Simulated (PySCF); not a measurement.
Input of a run (PBE0-D3(BJ)/def2-SVP geometry optimisation, gas phase (PySCF 2.14.0)), started from GFN2-xTB:
```
{"job": {"xc": "PBE0", "basis": "def2-SVP", "d3": "d3bj", "grid": 1, "kind": "geom"}, "charge": 0, "multiplicity": 1}
C     -2.289384    -0.851766    -0.680855
C     -1.419028    -0.057029    -0.052962
C     -1.839249     1.284806     0.461606
C     -0.053390    -0.524978     0.116763
C      1.006803     0.032584     0.706140
Cl     1.037623     1.594173     1.455877
C      2.355985    -0.642275     0.752291
C      3.237731    -0.037718    -0.220874
N      3.921527     0.448772    -0.995408
H     -2.009971    -1.819806    -1.061052
H     -3.312062    -0.555495    -0.836264
H     -2.889109     1.459542     0.240280
H     -1.250883     2.073254    -0.003707
H     -1.696197     1.344772     1.538766
H      0.120246    -1.505619    -0.311696
H      2.264889    -1.707229     0.525954
H      2.807472    -0.523959     1.741790
```

Output (energies in Eh, forces in Eh/bohr):
```
step   0  E = -785.54390928  max force = 0.026079
step   1  E = -785.54673942  max force = 0.002591
step   2  E = -785.54681685  max force = 0.001172
step   3  E = -785.54638703  max force = 0.004297
step   4  E = -785.54673660  max force = 0.001889
step   5  E = -785.54686611  max force = 0.001057
step   6  E = -785.54690339  max force = 0.000438
step   7  E = -785.54692798  max force = 0.000667
step   8  E = -785.54695721  max force = 0.000567
step   9  E = -785.54696548  max force = 0.000464
step  10  E = -785.54697111  max force = 0.000238
optimisation converged
```

Question: Summarise the run.

Answer: The energy falls by 0.083 eV over 11 energy and gradient evaluations, the largest force component goes from 0.0261 to 2.4e-04 Eh/bohr, and the atoms move by 0.161 Å rms after alignment. Among the bonds, C7–C8, C1–H10 and C1–H11 change most and about equally (+0.016 to +0.017 Å). Bonds longer at the end by more than 0.005 Å: 13 of 16; shorter: 0. Among the angles that change most is C5–C7–C8, from 109.7° to 113.5°. Among the dihedrals that turn most is C4–C5–C7–H17, from -138° to -122°. The energy rose by more than 1e-6 Eh at step 3. The first step brought 92 % of the lowering.

Question: What are the final bond lengths?

Answer: C1=C2 1.347 Å, C2–C3 1.500 Å, C2–C4 1.463 Å, C4=C5 1.344 Å, C5–Cl6 1.735 Å, C5–C7 1.506 Å, C7–C8 1.462 Å, C8≡N9 1.156 Å, C1–H10 1.093 Å, C1–H11 1.093 Å, C3–H12 1.098 Å, C3–H13 1.100 Å, C3–H14 1.100 Å, C4–H15 1.095 Å, C7–H16 1.101 Å, C7–H17 1.104 Å. Numbering counts from 1 in the input's order; the species is `N#CC/C(Cl)=C/C(C)=C`.

The run used 170 basis functions and 79 SCF cycles in all. Rough CPU time on one thread of a shared machine: about 3 min.

Not checked by PBE0-D3(BJ)/def2-SVP frequencies. One conformer, not necessarily the lowest.
